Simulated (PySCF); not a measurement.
Ru(3+) (ruthenium, charge +3) across methods

[Kr] 4d5, high-spin 6S determinant. Computed with PySCF 2.14 in def2-TZVPPD with the def2 core potential (28 electrons), with a scalar-relativistic core potential.

```json
{"method": "TPSSh", "E (hartree)": "-92.8387", "mean ε 4p α (eV)": "-85.617", "mean ε 4p β (eV)": "-80.438", "mean ε 4d α (eV)": "-39.661", "Σ⟨r²⟩ (bohr²)": "22.93", "⟨S²⟩": "8.750"}
{"method": "LDA", "E (hartree)": "-92.6122", "mean ε 4p α (eV)": "-83.494", "mean ε 4p β (eV)": "-79.326", "mean ε 4d α (eV)": "-38.938", "Σ⟨r²⟩ (bohr²)": "23.17", "⟨S²⟩": "8.750"}
{"method": "wB97M-V", "E (hartree)": "-92.7929", "mean ε 4p α (eV)": "-90.095", "mean ε 4p β (eV)": "-84.687", "mean ε 4d α (eV)": "-43.248", "Σ⟨r²⟩ (bohr²)": "22.92", "⟨S²⟩": "8.750"}
{"method": "r2SCAN", "E (hartree)": "-92.9138", "mean ε 4p α (eV)": "-85.591", "mean ε 4p β (eV)": "-79.954", "mean ε 4d α (eV)": "-39.381", "Σ⟨r²⟩ (bohr²)": "22.84", "⟨S²⟩": "8.750"}
{"method": "PBE0", "E (hartree)": "-92.8596", "mean ε 4p α (eV)": "-87.802", "mean ε 4p β (eV)": "-81.802", "mean ε 4d α (eV)": "-40.952", "Σ⟨r²⟩ (bohr²)": "22.92", "⟨S²⟩": "8.750"}
{"method": "HSE06", "E (hartree)": "-92.8567", "mean ε 4p α (eV)": "-87.368", "mean ε 4p β (eV)": "-81.383", "mean ε 4d α (eV)": "-40.520", "Σ⟨r²⟩ (bohr²)": "22.93", "⟨S²⟩": "8.750"}
{"method": "B97-3", "E (hartree)": "-92.8761", "mean ε 4p α (eV)": "-87.994", "mean ε 4p β (eV)": "-82.129", "mean ε 4d α (eV)": "-40.852", "Σ⟨r²⟩ (bohr²)": "22.85", "⟨S²⟩": "8.750"}
{"method": "PBE", "E (hartree)": "-92.8555", "mean ε 4p α (eV)": "-83.576", "mean ε 4p β (eV)": "-79.311", "mean ε 4d α (eV)": "-38.902", "Σ⟨r²⟩ (bohr²)": "23.02", "⟨S²⟩": "8.750"}
```

Task: Estimate the same row for UHF.

Result: E (hartree) = -92.36575; mean ε 4p α (eV) = -99.582; mean ε 4p β (eV) = -87.741; mean ε 4d α (eV) = -46.277; Σ⟨r²⟩ (bohr²) = 22.79; ⟨S²⟩ = 8.750.

Energies and moments cover only the electrons outside the core potential.
